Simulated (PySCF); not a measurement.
HOSi, SMILES [SiH]=O, multiplicity 2.

Geometry optimised at PBE-D3(BJ)/def2-TZVPD. The isomer is the one that the SMILES or the coordinates give; other isomers of the formula were not compared.

Computed with M06-2X/def2-TZVPD in PySCF.

| Item | Result |
|---|---|
| total energy | -365.25509 hartree |
| point group | Cs |
| α spin, highest occupied and lowest empty level | -8.39 and -1.66 eV |
| β spin, highest occupied and lowest empty level | -10.22 and -3.07 eV |
| dipole moment | 3.78 D |
| quadrupole, principal values (traceless, Buckingham form, about the centre of nuclear charge) | -3.30, 0.31, 2.98 D·Å |
| mean static polarisability | 34.0 bohr³ (5.04 Å³) |
| polarisability, principal values | 28.0, 34.4, 39.6 bohr³ |
| ⟨S²⟩ | 0.758 (pure state 0.75) |
